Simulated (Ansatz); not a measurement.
## Worked example: GeH3Cl + C2HCl2Si → GeH3 + C2HCl3Si

Species: GeH3Cl (chlorogermane) `[Cl][GeH3]`, singlet; C2HCl2Si `C#C[Si](Cl)Cl`, doublet; GeH3 `[GeH3]`, doublet; C2HCl3Si `C#C[Si](Cl)(Cl)Cl`, singlet. A radical takes Cl: the energy is the difference in strength between the Ge–Cl bond broken and the Si–Cl bond made.

Shapes, held fixed at every level: PBE0-D4/def2-TZVP. Programs: Ansatz 0.2.0. The zero-point and thermal change to 298 K, harmonic and unscaled (PBE0-D4/def2-TZVP), is -3.2 kJ/mol.

At CCSD(T)/def2-TZVPP; 1 Eh = 2625.50 kJ/mol:

```
 species   energy (Eh)
  GeH3Cl  -2537.162724
C2HCl2Si  -1285.175466
    GeH3  -2077.343756
C2HCl3Si  -1745.014344
```

Question: Work out ΔH(298 K) of the reaction at this level.

Answer: 
1. Products less reactants: (-2077.343756) + (-1745.014344) − [(-2537.162724) + (-1285.175466)] = -0.019910 Eh = -52.3 kJ/mol.
2. With the thermal change: -52.3 + (-3.2) = -55.5 kJ/mol.

Other levels give -53.5 (BHLYP-D4/def2-TZVPP) to -48.5 kJ/mol (r2SCAN-D4/def2-TZVPP). No measured value is set beside it here. Open shells run unrestricted. Relativity is left out for Ge. Outer-core shells of Ge are correlated in most correlated rows, in sets that cover them unevenly.
